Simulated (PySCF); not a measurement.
Molecule: sum formula H₃SiO₂ (charge -1, singlet). It need not be the lowest isomer of its formula. Whether it binds its extra electron was not tested at this geometry. SMILES: O[SiH-]O
Structure (B3LYP-D3(BJ)/def2-TZVP (Ansatz) minimum search):
```
Si
O 1 1.7555
H 2 0.9626 1 112.34
O 1 1.7555 2 102.56 3 61.97
H 4 0.9626 1 112.34 2 -61.97
H 1 1.5881 2 95.56 3 -35.00
```
Charge -1, spin multiplicity 1.

Dispersion corrections to the total energy (kcal/mol) from the dftd3 and dftd4 libraries through PySCF: D3(BJ) without and D4 with the three-body term, each with the damping fitted for the functional named.

```csv
functional,D3(BJ),D4
r2SCAN,-0.52,[?]
CAM-B3LYP,-1.55,-2.10
TPSSh,-2.33,[?]
TPSS,-2.56,-3.45
B2PLYP,[?],-1.75
LC-wPBE,-1.89,-2.83
BP86,-3.27,-3.31
```

### Question
Complete the blanks.

### Answer

- r2SCAN, D4: -0.58
- TPSSh, D4: -3.10
- B2PLYP, D3(BJ): -1.70
